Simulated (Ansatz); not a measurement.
The first iterations of a band of CH7NSi + FH (12 atoms, charge 0, multiplicity 1).

The calculation used Ansatz, RKS BHLYP-D4/cc-pVDZ.

```
movable images  : 7
climbing image  : yes
spring          : 5.0 eV/Å²
optimiser       : lbfgs
start path      : through a guess of the saddle point
force threshold : 0.05 eV/Å
iteration limit : 60
end points      : relaxed
```

Initial state:

```xyz
12
Properties=species:S:1:pos:R:3
Si -0.753 0.062 1.271
N 0.110 -0.528 -0.159
C -0.125 0.126 -1.444
H -2.230 -0.084 1.141
H -0.423 1.497 1.420
H -0.277 -0.739 2.421
H 1.676 -0.070 0.303
F 2.450 0.337 0.654
H 0.082 -1.536 -0.252
H 0.041 1.200 -1.334
H -1.140 -0.026 -1.833
H 0.587 -0.239 -2.188
```

Final state:

```xyz
12
Properties=species:S:1:pos:R:3
Si -0.410 0.570 1.733
N 0.346 -0.849 -0.442
C 0.114 -0.073 -1.650
H -1.636 0.466 0.915
H -0.730 1.454 2.893
H 0.082 -0.709 2.284
H 1.341 -0.937 -0.275
F 0.781 1.416 0.967
H -0.008 -1.792 -0.550
H 0.522 0.929 -1.502
H -0.963 0.028 -1.814
H 0.558 -0.502 -2.559
```

| iteration | highest image above the first end (eV) | largest band force component (eV/Å) |
| --- | --- | --- |
| 1 | 1.386 | 4.280 |
| 2 | 0.952 | 2.148 |
| 3 | 0.767 | 2.178 |
| 4 | 0.706 | 1.177 |
| 5 | 0.587 | 1.085 |
| 6 | 0.557 | 1.887 |
| 7 | 0.562 | 1.291 |
| 8 | 0.565 | 0.641 |
| 9 | 0.581 | 0.642 |
| 10 | 0.586 | 0.452 |
| 11 | 0.598 | 0.423 |
| 12 | 0.646 | 1.472 |
| 13 | 0.647 | 0.909 |
| 14 | 0.647 | 0.422 |
| 15 | 0.646 | 0.527 |
| 16 | 0.645 | 0.353 |
| 17 | 0.643 | 0.538 |
| 18 | 0.642 | 0.431 |
| 19 | 0.641 | 0.472 |
| 20 | 0.640 | 0.301 |

Problem. Does the band converge within its limit, and where does its top end?

Solution. It did not converge within its limit. It ended after 60 iterations with the highest image 0.630 eV above the first end. The band didn't meet its force threshold, so its energies are provisional: the largest band force was still 0.12 eV/Å, and over the last iterations the top stayed at 0.63 eV. The orbitals stay closed-shell, which can raise the energy where a bond breaks towards radicals; this wasn't checked here.

The run took 6.1 min on 2 threads of AMD EPYC 9R45 96-Core Processor (Zen 5), with other jobs on the host, peak memory 0.23 GiB.
